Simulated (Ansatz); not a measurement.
Cost and result for the atomization energy of `Cl[SiH][SiH2]Cl` radical (7 atoms, 6 bonds).

Total charge 0; spin multiplicity 2. Geometry: relaxed with PBE0-D4/def2-TZVP. It is one conformer, not always the lowest. Program: Ansatz. All runs use 4 threads of a server CPU on a shared host. Times are those of one run each, without the atoms' runs, and a repeat can differ threefold. Electronic energies, without spin–orbit coupling; frozen cores. CCSD(T)/CBS adds CCSD(T) − MP2 in def2-TZVPP to the MP2 limit, and its time is that of the two runs behind it. T1 = 0.013; ⟨S²⟩ of the reference is 0.76.

CCSD(T)/CBS is a level of theory with its own doubt, some kJ/mol a heavy atom from the limit and from the frozen cores, so smaller differences don't rank the functionals.

```json
{"level": "revPBE-D4/def2-TZVPP", "functions": "210", "wall time": "1.4 s", "atomization (kcal/mol)": "465.6", "difference from CCSD(T)/CBS": "-6.1", "per bond": "-1.0"}
{"level": "PBE-D4/def2-TZVPP (with forces)", "functions": "210", "wall time": "1.6 s", "atomization (kcal/mol)": "473.7", "difference from CCSD(T)/CBS": "2.0", "per bond": "0.3"}
{"level": "CCSD(T)/def2-SVP", "functions": "87", "wall time": "2.4 s", "atomization (kcal/mol)": "426.7", "difference from CCSD(T)/CBS": "-45.0", "per bond": "-7.5"}
{"level": "PBE0-D4/def2-TZVPP", "functions": "210", "wall time": "2.5 s", "atomization (kcal/mol)": "471.3", "difference from CCSD(T)/CBS": "-0.4", "per bond": "-0.1"}
{"level": "r2SCAN-D4/def2-TZVPP (with forces)", "functions": "210", "wall time": "3 s", "atomization (kcal/mol)": "477.7", "difference from CCSD(T)/CBS": "6.0", "per bond": "1.0"}
{"level": "CAM-B3LYP-D4/def2-TZVPP", "functions": "210", "wall time": "3.1 s", "atomization (kcal/mol)": "468.3", "difference from CCSD(T)/CBS": "-3.4", "per bond": "-0.6"}
{"level": "PBE-QIDH/def2-TZVPP", "functions": "210", "wall time": "3.1 s", "atomization (kcal/mol)": "469.3", "difference from CCSD(T)/CBS": "-2.4", "per bond": "-0.4"}
{"level": "B2PLYP/def2-TZVPP", "functions": "210", "wall time": "3.3 s", "atomization (kcal/mol)": "461.1", "difference from CCSD(T)/CBS": "-10.6", "per bond": "-1.8"}
{"level": "r2SCANh-D4/def2-TZVPP", "functions": "210", "wall time": "3.7 s", "atomization (kcal/mol)": "475.5", "difference from CCSD(T)/CBS": "3.8", "per bond": "0.6"}
{"level": "ωB97M-V/def2-TZVPP (with forces)", "functions": "210", "wall time": "7.5 s", "atomization (kcal/mol)": "472.5", "difference from CCSD(T)/CBS": "0.8", "per bond": "0.1"}
{"level": "MP2/def2-QZVPP", "functions": "370", "wall time": "9.5 s", "atomization (kcal/mol)": "471.4", "difference from CCSD(T)/CBS": "-0.3", "per bond": "0.0"}
{"level": "CCSD(T)/def2-TZVPP", "functions": "210", "wall time": "53 s", "atomization (kcal/mol)": "455.2", "difference from CCSD(T)/CBS": "-16.5", "per bond": "-2.7"}
{"level": "CCSD(T)/CBS(def2)", "functions": "–", "wall time": "62 s", "atomization (kcal/mol)": "471.7", "difference from CCSD(T)/CBS": "0.0", "per bond": "0.0"}
```

At CCSD(T), def2-SVP lies −45.1 kcal/mol from the extrapolated value and def2-TZVPP −16.5 kcal/mol: correlation converges slowly with the basis, and small sets miss more of it in the bonded molecule than in its fragments. From PBE to PBE0 (25 % exact exchange), in def2-TZVPP and without D4, the atomization energy moves by −1.7 kcal/mol: exact exchange takes away binding that semilocal exchange gives to molecules. In def2-TZVPP, CCSD(T) changes the Hartree–Fock value by +97.6 kcal/mol (the triples alone add +6.9 kcal/mol) and MP2 by +103.9 kcal/mol; breaking electron pairs costs correlation energy, which Hartree–Fock lacks.
